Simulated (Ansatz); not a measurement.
Predict a relaxed structure of Cd(OH)2 (CdO₂H₂), charge 0, singlet, at PBE0-D4/def2-TZVP (Ansatz).


```
atom   x (Å)   y (Å)   z (Å)
 Cd1  -0.135  -0.043  -0.103
  O2   0.972  -1.208  -1.220
  H3   1.553  -1.769  -0.701
  O4  -1.379   1.079   0.910
  H5  -1.011   1.942   1.114
```
Point group C2 (tolerance 0.1 Å). The metal has 2 neighbours: O 1.96 Å, O 1.96 Å. This is one stationary point.

In the def2 sets Cd takes a core potential; there is no spin–orbit coupling.
